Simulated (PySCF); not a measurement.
Geometry (Å), atoms numbered from 1 in this order:
```xyz
16

C     2.488    0.228   -0.105
N     1.055    0.251   -0.280
C     0.201    0.258    0.760
O     0.536    0.207    1.920
C    -1.286    0.267    0.349
C    -1.731   -1.175    0.061
C    -1.503    1.106   -0.799
N    -1.643    1.758   -1.729
H     2.921   -0.622   -0.633
H     2.937    1.150   -0.479
H     2.688    0.135    0.961
H     0.702    0.360   -1.218
H    -1.856    0.666    1.195
H    -1.179   -1.587   -0.781
H    -1.545   -1.790    0.938
H    -2.793   -1.204   -0.172
```

[PySCF: GFN2-xTB structure; shielding tensors at PBE0/pcSseg-1 (GIAO); non-relativistic Hamiltonian; gas phase; averaged over atoms made equivalent by symmetry, fast rotation or ring inversion; single conformer]

Referencing at the same level of theory: ¹³C against TMS.

Q: Do the ¹³C shifts follow the atomic charges (in e)? Tabulate both.

A: 
```tsv
atoms	hybridisation	δ (ppm)	σ para (ppm)	Hirshfeld	IAO	Mulliken	ESP-fitted
C3	sp2	168.3	-229	+0.18	+0.44	+0.50	+0.41
C7	sp	125.9	-202	+0.08	+0.13	+0.11	+0.32
C5	sp3	34.6	-99	-0.01	-0.19	-0.34	-0.04
C1	sp3	27.2	-84	-0.06	-0.32	-0.09	-0.20
C6	sp3	21.7	-81	-0.10	-0.41	-0.19	-0.31
```

Correlation coefficients of δ with charge over these carbons: Hirshfeld +0.97, IAO +0.98, Mulliken +0.92, ESP-fitted +0.97; with the paramagnetic shielding -1.00. With so few points, grouped by hybridisation, these coefficients are fragile. Charge is one influence among several: hybridisation and low-lying excitations act through the paramagnetic term.

Shifts are as computed. Against solution values, carbons near 30 ppm lie about +3 ppm off and those near 130 ppm about +5 ppm (rms about the fit 2.1 ppm; single classes can miss by 10 ppm). Of 1328 compounds with measured shifts, 309 miss one by over three times the rms of a fit or turn the order of signals round; such compounds aren't used in these exercises. Signals without a measured value on file couldn't be tested in this way; 1H shifts scatter by 0.2 ppm about their fit, and single ones miss by 0.5 ppm. Hydrogen bonding in solution deshields acid and N–H amide carbonyl carbons by as much as 10 ppm beyond these values.
